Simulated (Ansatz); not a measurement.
**Which is lower?**

Two relaxed structures of BSi2H4F, singlet (PBE0-D4/def2-TZVP; forces vanish, vibrations not checked).

A:

B1  (0.318, 0.941, 0.103)
Si2  (1.773, -0.663, 0.079)
Si3  (-0.430, -1.117, 0.126)
F4  (1.236, 0.670, -1.136)
H5  (0.833, 1.727, 0.839)
H6  (-0.783, 1.243, -0.277)
H7  (-1.479, -1.097, -0.921)
H8  (-0.967, -1.577, 1.435)
(Å)

B:

```csv
atom,x (Å),y (Å),z (Å)
B1,0.0603,-1.6460,0.6550
Si2,-0.6835,-0.1053,-0.3607
Si3,0.3839,1.7569,-0.4352
F4,1.2177,-1.5137,1.2849
H5,1.6784,1.9357,0.2588
H6,-0.0678,2.9675,-1.1587
H7,-1.9734,-0.2017,-1.0834
H8,-0.4908,-2.7100,0.7307
```

Ansatz 0.2.0; basis: def2-TZVPP; cores frozen in the correlated methods. B3LYP uses VWN-RPA correlation.

Task: Which structure is lower at CCSD(T), and by how much? (An estimate is asked for; the value comes from the calculation.)

Result: By the calculation: B, by 20.79 kcal/mol (electronic energy, against the other). By their contacts, A is BSi₂H₄F ([F]1[BH2]2[SiH2][Si]12) and B is BSi₂H₄F ([F][BH][SiH][SiH2]).

All methods give the same order:

```json
{"method": "PBE-D4", "E(B) − E(A) (kcal/mol)": "-15.33"}
{"method": "r2SCAN-D4", "E(B) − E(A) (kcal/mol)": "-18.78"}
{"method": "PBE0-D4", "E(B) − E(A) (kcal/mol)": "-17.43"}
{"method": "B3LYP-D4", "E(B) − E(A) (kcal/mol)": "-20.70"}
{"method": "wB97M-V", "E(B) − E(A) (kcal/mol)": "-13.46"}
{"method": "HF", "E(B) − E(A) (kcal/mol)": "-32.73"}
{"method": "MP2", "E(B) − E(A) (kcal/mol)": "-19.52"}
{"method": "CCSD", "E(B) − E(A) (kcal/mol)": "-21.86"}
{"method": "CCSD(T)", "E(B) − E(A) (kcal/mol)": "-20.79"}
```

The T1 diagnostic stays at or below 0.017. The restricted Hartree–Fock reference is unstable towards an unrestricted one at one or more of these structures.

Labels in which every atom is bracketed show which atoms are joined, not bond orders.

For scale, one of the runs: CCSD(T)/def2-TZVPP, 202 basis functions, launched by `ansatz run in.yaml --threads 2 --pin off --events-out ev --progress --plain --max-ram 4352MiB`. The run took 59 s on 2 CPU threads of an Arm Neoverse V2 (shared host), with 2.4 GiB of host memory at its peak.
